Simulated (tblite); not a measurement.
Isomers of C6H11O (doublet state). Level: GFN2-xTB in tblite, geometry and Hessian alike; calculated harmonic values, unscaled, isolated species. Against measured fundamentals such values can be off by several per cent, at times by over 20. One conformer each. Open shells enter through the occupations alone, without spin polarisation, and single modes of such species can be off by tens of per cent.

Electronic energies: GFN2-xTB at the same geometries; isomer energies are rough at this level and their order can be wrong.

```
            SMILES  electronic energy, lowest = 0 (kcal/mol)
C=C(CC)[C@H](C)[O]                                      37.7
 [CH2]C[C@H]1CCCO1                                      14.8
       CC[C]1CCCO1                                       0.0
```

Q: How do GFN2-xTB zero-point energies change the relative energies?

A: 
```tsv
SMILES	ZPE (kcal/mol)	of it from modes above 1550 cm⁻¹	electronic (kcal/mol)	with ZPE, lowest = 0 (kcal/mol)	lowest mode (cm⁻¹)	rings
CC[C]1CCCO1	98.3	46.8	0.0	0.0	48	1
[CH2]C[C@H]1CCCO1	97.3	47.2	14.8	13.8	52	1
C=C(CC)[C@H](C)[O]	95.0	49.5	37.7	34.4	40	0
```

The zero-point energies span 3.3 kcal/mol, from `C=C(CC)[C@H](C)[O]` to `CC[C]1CCCO1`. The order is unchanged.

Q: What do entropy and thermal enthalpy add at 298.15 K and 1 bar (rigid rotor, harmonic oscillator, one conformer each)?

A: 
```json
{"SMILES": "CC[C]1CCCO1", "point group": "C1", "symmetry number": "1", "S (cal/(mol K))": "88.6", "H − H(0) (kcal/mol)": "5.51", "ZPE + H − H(0) − TS (kcal/mol)": "77.4"}
{"SMILES": "[CH2]C[C@H]1CCCO1", "point group": "C1", "symmetry number": "1", "S (cal/(mol K))": "88.5", "H − H(0) (kcal/mol)": "5.55", "ZPE + H − H(0) − TS (kcal/mol)": "76.5"}
{"SMILES": "C=C(CC)[C@H](C)[O]", "point group": "C1", "symmetry number": "1", "S (cal/(mol K))": "92.7", "H − H(0) (kcal/mol)": "6.15", "ZPE + H − H(0) − TS (kcal/mol)": "73.5"}
```

S holds R ln(2S + 1) for the spin.
